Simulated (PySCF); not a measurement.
**How methods differ on the ionisation energy of Tl⁶³⁺**

Tl⁶³⁺ [Ar] (1S) → Tl⁶⁴⁺ [Ne] 3s2 3p5 (2P), as a difference of total energies. Calculation: PySCF 2.14, in an uncontracted even-tempered set (17 s from 18 bohr⁻², ratio 2.5; 12 p from 24 bohr⁻², ratio 2.5; 4 d from 97 bohr⁻², ratio 2.7; 4 f from 150 bohr⁻², ratio 2.7); the spin-free X2C one-electron Hamiltonian (Gaussian nucleus). Correlated levels: outer shells: 1s2 frozen; virtual orbitals above 40 to 60 times the deepest correlated orbital energy dropped. The calculations carry no spin-orbit coupling.

| method | ionisation energy (eV) |
| --- | --- |
| UHF | 7315.6 |
| MP2 (outer shells) | 7316.7 |
| SCS-MP2 (outer shells) | 7316.6 |
| CCSD (outer shells) | 7316.7 |
| CCSD(T) (outer shells) | 7316.7 |

A first-order spin-orbit estimate (lowest level to lowest level, LS coupling) adds -163.9 eV.

Breit and QED terms and the two-electron picture change are absent.

For comparison: 7146 ± 19 eV (theoretical estimate listed by NIST; NIST Atomic Spectra Database, ionization energies).
